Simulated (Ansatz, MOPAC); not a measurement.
Molecule: digallium oxide, Ga2O (charge 0, singlet). SMILES: [Ga][O][Ga]

Atoms: Ga1, O2, Ga3. Bonds: Ga1-O2, O2-Ga3.

Bond lengths (Å) and angles (degrees) optimised at PM6 with MOPAC; HF/6-31G* with LANL2DZ past Ar with Ansatz (a quantum-chemistry and plane-wave program); PBE/6-31G* with LANL2DZ past Ar with Ansatz; B3LYP/LANL2DZ with Ansatz; B3LYP/6-31G* with LANL2DZ past Ar with Ansatz; MP2/6-31G* with LANL2DZ past Ar with Ansatz, each started from the B3LYP-D3(BJ)/def2-TZVP structure (Ansatz) of the last column. A row stands for all coordinates that are equal there. 6-31G* holds six Cartesian d functions. No wavenumbers were computed at PBE/6-31G* with LANL2DZ past Ar, B3LYP/LANL2DZ, MP2/6-31G* with LANL2DZ past Ar, so these may be saddle points.

```json
[
 {"coordinate": "Ga1-O2", "PM6": "1.785", "HF/6-31G* with LANL2DZ past Ar": "1.740", "PBE/6-31G* with LANL2DZ past Ar": "1.791", "B3LYP/LANL2DZ": "1.776", "B3LYP/6-31G* with LANL2DZ past Ar": "1.771", "MP2/6-31G* with LANL2DZ past Ar": "1.775", "B3LYP-D3(BJ)/def2-TZVP": "1.813"},
 {"coordinate": "Ga1-O2-Ga3", "PM6": "180.0", "HF/6-31G* with LANL2DZ past Ar": "180.0", "PBE/6-31G* with LANL2DZ past Ar": "180.0", "B3LYP/LANL2DZ": "180.0", "B3LYP/6-31G* with LANL2DZ past Ar": "180.0", "MP2/6-31G* with LANL2DZ past Ar": "180.0", "B3LYP-D3(BJ)/def2-TZVP": "180.0"}
]
```

Mean signed difference of all 2 bond lengths from B3LYP-D3(BJ)/def2-TZVP: PM6 -0.028 Å, HF/6-31G* with LANL2DZ past Ar -0.073 Å, PBE/6-31G* with LANL2DZ past Ar -0.022 Å, B3LYP/LANL2DZ -0.037 Å, B3LYP/6-31G* with LANL2DZ past Ar -0.043 Å, MP2/6-31G* with LANL2DZ past Ar -0.038 Å.
